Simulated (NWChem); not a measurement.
System: C₄H₄F₂; SMILES F[C@@H]1C=C[C@H]1F

Input file for NWChem:

```
start job
memory heap 200 mb stack 900 mb global 1100 mb
geometry units angstroms noautosym nocenter noautoz
  F     -1.723063     0.166854    -0.885749
  C     -0.664337    -0.398607    -0.235804
  C     -0.617831    -0.261776     1.260610
  C      0.617831     0.261776     1.260610
  C      0.664337     0.398607    -0.235804
  F      1.723063    -0.166854    -0.885749
  H     -0.520667    -1.425044    -0.613783
  H     -1.335942    -0.523695     2.040748
  H      1.335942     0.523695     2.040748
  H      0.520667     1.425044    -0.613783
end
basis spherical
  * library def2-svp
end
dft
  xc pbe0
  iterations 150
end
cosmo
  do_cosmo_smd true
  solvent water
end
task dft energy
```

Excerpt of the output:

```
             Northwest Computational Chemistry Package (NWChem) 7.3.0
             --------------------------------------------------------

                             Geometry "geometry" -> ""
                             -------------------------

 Output coordinates in angstroms (scale by  1.889725989 to convert to a.u.)

  No.       Tag          Charge          X              Y              Z
 ---- ---------------- ---------- -------------- -------------- --------------
    1 F                    9.0000    -1.72306300     0.16685400    -0.88574900
    2 C                    6.0000    -0.66433700    -0.39860700    -0.23580400
    3 C                    6.0000    -0.61783100    -0.26177600     1.26061000
    4 C                    6.0000     0.61783100     0.26177600     1.26061000
    5 C                    6.0000     0.66433700     0.39860700    -0.23580400
    6 F                    9.0000     1.72306300    -0.16685400    -0.88574900
    7 H                    1.0000    -0.52066700    -1.42504400    -0.61378300
    8 H                    1.0000    -1.33594200    -0.52369500     2.04074800
    9 H                    1.0000     1.33594200     0.52369500     2.04074800
   10 H                    1.0000     0.52066700     1.42504400    -0.61378300

 Effective nuclear repulsion energy (a.u.)     230.6298540242

                                 NWChem DFT Module
                                 -----------------

 Summary of "ao basis" -> "ao basis" (spherical)
 ------------------------------------------------------------------------------
       Tag                 Description            Shells   Functions and Types
 ---------------- ------------------------------  ------  ---------------------
 F                          def2-svp                 6       14   3s2p1d
 C                          def2-svp                 6       14   3s2p1d
 H                          def2-svp                 3        5   2s1p

 in cosmo_initialize ...
 calling solv_data for solv:h2o

 solvent parameters
 solvname_short: h2o
 solvname_long:  water
 dielec:       78.4000
 dielecinf:     1.7769
 aqueous SMD model solvent descriptors
 dielec:       78.4000
 sola:          0.8200

          ---------------
          -cosmo- solvent
          ---------------
 Cosmo: York-Karplus, doi: 10.1021/jp992097l
 dielectric constant -eps-     =  78.40
 screen = (eps-1)/(eps    )    =   0.98724
 surface charge correction     = lagrangian

   van der Waals surface
 --------------------------

[...]

                                COSMO-SMD solvation results
                                ---------------------------

             internal energy in gas <Psi(g)|H|Psi(g)> =      -353.808672529922
         internal energy in solvent <Psi(s)|H|Psi(s)> =      -353.807875259368
                               delta internal energy  =         0.000797270554 (    0.50 kcal/mol)
   total free energy in solvent <Psi(s)|H+V/2|Psi(s)> =      -353.816187467120
 polarization energy contribution <Psi(s)|V/2|Psi(s)> =        -0.008312207752 (   -5.22 kcal/mol)
    total free energy in solvent including G(SMD-CDS) =      -353.810596779192
                       G(SMD-CDS) energy contribution =         0.005590687928 (    3.51 kcal/mol)
     1 M fixed-concentration free energy of solvation =        -0.001924249269 (   -1.21 kcal/mol)

                       DFT Final Molecular Orbital Analysis
                       ------------------------------------

 Vector   21  Occ=2.000000D+00  E=-3.359217D-01
              MO Center=  1.5D-08,  4.1D-09,  1.5D-01, r^2= 3.3D+00
   Bfn.  Coefficient  Atom+Function         Bfn.  Coefficient  Atom+Function
  ----- ------------  ---------------      ----- ------------  ---------------
     6      0.261128   1 F  pz               76     -0.261128   6 F  pz
    34     -0.254926   3 C  pz               48      0.254926   4 C  pz
    20      0.231855   2 C  pz               62     -0.231855   5 C  pz
     9     -0.197035   1 F  pz               79      0.197035   6 F  pz
    17      0.174401   2 C  s                59     -0.174401   5 C  s

 Vector   22  Occ=2.000000D+00  E=-3.243038D-01
              MO Center=  1.1D-08,  1.4D-09, -3.2D-01, r^2= 2.7D+00
   Bfn.  Coefficient  Atom+Function         Bfn.  Coefficient  Atom+Function
  ----- ------------  ---------------      ----- ------------  ---------------
    18      0.241556   2 C  px               60     -0.241556   5 C  px
    19      0.234246   2 C  py               61     -0.234246   5 C  py
     5      0.219298   1 F  py               75     -0.219298   6 F  py
     4      0.209885   1 F  px               74     -0.209885   6 F  px
     8     -0.162803   1 F  py               78      0.162803   6 F  py

 Vector   23  Occ=2.000000D+00  E=-2.980767D-01
              MO Center= -4.0D-09,  2.1D-09,  9.8D-01, r^2= 2.1D+00
   Bfn.  Coefficient  Atom+Function         Bfn.  Coefficient  Atom+Function
  ----- ------------  ---------------      ----- ------------  ---------------
    33      0.360394   3 C  py               47      0.360394   4 C  py
    36      0.257511   3 C  py               50      0.257511   4 C  py
    32     -0.146198   3 C  px               46     -0.146198   4 C  px
    85      0.138313   7 H  s               100     -0.138313  10 H  s
    31      0.121038   3 C  s                45     -0.121038   4 C  s

 Vector   24  Occ=0.000000D+00  E=-1.007824D-02
              MO Center=  7.3D-10,  3.8D-09,  1.1D+00, r^2= 2.4D+00
   Bfn.  Coefficient  Atom+Function         Bfn.  Coefficient  Atom+Function
  ----- ------------  ---------------      ----- ------------  ---------------
    36      0.524842   3 C  py               50     -0.524842   4 C  py
    33      0.384236   3 C  py               47     -0.384236   4 C  py
    35     -0.225891   3 C  px               49      0.225891   4 C  px
    86      0.199112   7 H  s               101      0.199112  10 H  s
    32     -0.158833   3 C  px               46      0.158833   4 C  px

[...]
```

Level: PBE0/def2-SVP, SMD on the gas-phase geometry. Structure relaxed at the PBE0/def2-SVP level. Solvent: water.
